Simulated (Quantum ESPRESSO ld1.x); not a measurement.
Problem. The mean radii <r> (bohr) of the occupied orbitals of an atom or ion are listed with their occupations. All-electron calculation, scalar-relativistic Kohn-Sham, LDA (Slater exchange, VWN5 correlation), spin-polarised, spherical densities, point nucleus. Program: ld1.x of Quantum ESPRESSO 7.5.

orbital  occ.      <r>
1s up       1  0.04706
1s down     1  0.04706
2s up       1   0.2102
2s down     1   0.2102
2p up       3   0.1837
2p down     3   0.1837
3p up       3   0.6293
3p down     3   0.6290
3d up       5   0.6613
3d down     5   0.6591
4d up       2    2.284

Name the element and its charge. Open shells, if any, are filled with parallel spins first.

Solution. Z = 32, germanium, charge +4: Ge4+ in [Ne] 3p6 3d10 4d2. The 1s radius gives Z: for a bare nucleus <r> = (2 gamma + 1)/(2Z) with gamma = sqrt(1 - (Z/c)^2), 0.04601 bohr for Z = 32, and screening makes it slightly larger (0.04706 here). The occupations add up to 28, and the charge is Z minus that.
